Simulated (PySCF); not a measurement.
Geometry:
| atom | x (Å) | y (Å) | z (Å) |
| --- | --- | --- | --- |
| O1 | 2.719 | -0.868 | -0.353 |
| C2 | 2.025 | 0.173 | 0.285 |
| C3 | 0.525 | 0.080 | 0.145 |
| C4 | -0.106 | -1.119 | -0.156 |
| C5 | -1.483 | -1.186 | -0.280 |
| C6 | -2.255 | -0.051 | -0.103 |
| C7 | -1.650 | 1.156 | 0.201 |
| C8 | -0.275 | 1.201 | 0.321 |
| F9 | 0.312 | 2.385 | 0.614 |
| H10 | 2.529 | -0.836 | -1.298 |
| H11 | 2.293 | 0.097 | 1.345 |
| H12 | 2.365 | 1.154 | -0.077 |
| H13 | 0.500 | -2.004 | -0.286 |
| H14 | -1.953 | -2.129 | -0.513 |
| H15 | -3.329 | -0.102 | -0.203 |
| H16 | -2.226 | 2.057 | 0.346 |

No solvent model, non-relativistic Hamiltonian, one computed conformer, rapidly exchanging positions averaged. Geometry: GFN2-xTB; shielding tensors at PBE0/pcSseg-1 (GIAO); PySCF 2.14.

δ = σ(ref) − σ, references computed at the same level: ¹³C (186.93 ppm) against TMS.

Q: Do the ¹³C shifts follow the atomic charges (in e)? Tabulate both.

A: 
```
atoms  hybridisation  δ (ppm)  σ para (ppm)  Hirshfeld    IAO  Mulliken  ESP-fitted
   C8            sp2    169.0          -230      +0.08  +0.28     +0.40       +0.24
   C3            sp2    136.5          -216      -0.02  -0.06     -0.52       -0.03
   C6            sp2    133.9          -202      -0.05  -0.15     -0.06       -0.15
   C4            sp2    131.8          -196      -0.05  -0.15     +0.00       -0.15
   C5            sp2    129.6          -197      -0.06  -0.16     -0.06       -0.21
   C7            sp2    120.9          -191      -0.07  -0.19     -0.13       -0.24
   C2            sp3     63.3          -115      -0.00  -0.05     +0.25       +0.13
```

Correlation coefficients of δ with charge over these carbons: Hirshfeld +0.29, IAO +0.43, Mulliken -0.07, ESP-fitted +0.00; with the paramagnetic shielding -0.98. Among the 6 sp2 carbons alone: Hirshfeld +0.99, IAO +0.98, Mulliken +0.65, ESP-fitted +0.98. With so few points, grouped by hybridisation, these coefficients are fragile. Charge is one influence among several: hybridisation and low-lying excitations act through the paramagnetic term.

Shifts are as computed. Against solution values, carbons near 30 ppm lie about +3 ppm off and those near 130 ppm about +5 ppm. Of 1211 compounds with measured shifts, 218 miss one by over three times the rms of a fit or turn the order of signals round; such compounds aren't used in these exercises.
